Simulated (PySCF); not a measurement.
Si(H)(Me) (CH4Si), SMILES C[SiH] (connectivity only; charge and spin as stated), neutral, multiplicity 1. Coordinates come from a B3LYP-D3(BJ)/def2-TZVP optimisation.

Computed with B3LYP-D3(BJ)/def2-TZVP (PySCF 2.14.0).

Harmonic wavenumbers (cm⁻¹): 144, 563, 629, 664, 946, 1252, 1432, 1448, 1996, 2995, 3047, 3106. Rotational constants (GHz): 93.63, 12.33, 11.67; symmetry number 1.

Question: Work out the zero-point energy and the ideal-gas rigid-rotor harmonic-oscillator thermochemistry at 298.15 K and 1 atm.

Answer: ZPE = ½ Σ hcν = ½ × 18223 cm⁻¹ = 109.00 kJ/mol. H − E(el) = 122.01 kJ/mol. Entropy in J/(mol K): translation 155.98, rotation 86.64, vibration 17.56, total 260.17. G − E(el) = 44.44 kJ/mol. Cp = 57.11 J/(mol K). Modes under 150 cm⁻¹ make the vibrational entropy uncertain.
